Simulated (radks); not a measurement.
Numerical settings for the zinc ion Zn3+, [Ar] 3d9. All-electron calculation, Dirac Kohn-Sham, PBE, spin-unpolarised, spherical densities, finite nucleus; open shells fill j = l - 1/2 first; Fermi nuclear charge, rms radius 3.9283 fm. Program: a radial shooting solver on a logarithmic mesh with Libxc functionals. The defaults (mesh step 0.008 in ln r, mesh end at 40 bohr or more with all orbitals vanishing there, Anderson mixing 0.5 over 9 steps, residual threshold near 1e-9 with the energy settled to 1e-9 hartree or 1e-11 of itself, here a cap of 51 iterations) give E = -1793.5504 hartree and 3d5/2 at -50.542 eV in 15 iterations. Run on one thread of a shared host, so times are rough (Arm Neoverse V2): 0.08 s of CPU time, 0.08 s wall, 15 iterations on 2189 mesh points. Changes against that run (0 stands for a change within the tolerance of the run):

| setting | iterations | converged | E (mhartree) | e(3d5/2) (meV) | CPU (s) |
|---|---|---|---|---|---|
| mesh step in ln r 0.05 | 15 | yes | +0.0109 | -0.0052 | 0.02 |
| mesh step in ln r 0.012 | 15 | yes | 0 | 0 | 0.05 |
| mesh step in ln r 0.005 | 16 | yes | 0 | 0 | 0.12 |
| mesh end (bohr) 5 | 15 | yes | +0.0714 | +4.46 | 0.07 |
| mesh end (bohr) 20 | 15 | yes | 0 | 0 | 0.07 |
| residual threshold 1e-16 | 51 | no | 0 | 0 | 0.14 |
| residual threshold 0.1 | 10 | yes | 0 | -2.22 | 0.06 |
| mixing 2.5 | 19 | yes | 0 | 0 | 0.1 |
| linear mixing, mixing 1 | 51 | no | +2.66e+04 | -2.59e+05 | 0.62 |
| linear mixing, mixing 0.05 | 51 | no | +1.19 | -2.55e+03 | 0.22 |
| mixing history 20 | 21 | yes | 0 | 0 | 0.1 |
| iteration cap 2 | 2 | no | +2.1e+03 | -5.55e+04 | 0.01 |

No run marked as converged misses the energy by more than 1 mhartree. A mesh that ends early acts as a hard wall.
